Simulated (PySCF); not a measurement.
A structure optimised at PBE0-D3(BJ)/def2-SVP, used in a PySCF frequency run:

```xyz
9

C     -1.5784    -0.5798    -0.6996
C     -0.5265     0.0708    -0.2126
Cl    -0.6447     1.6102     0.5627
C      0.8895    -0.4387    -0.2807
F      0.9285    -1.6131    -0.9395
F      1.3734    -0.6374     0.9615
H     -1.4292    -1.5469    -1.1823
H     -2.5855    -0.1669    -0.6276
H      1.5506     0.2808    -0.7966
```
Charge 0, spin multiplicity 1.

### Question
Write its SMILES and formula.

### Answer
C=C(Cl)C(F)F, C3H3ClF2

### Question
What are its rotational constants (standard atomic weights)?

### Answer
4.6149, 2.1306, 1.5727 GHz
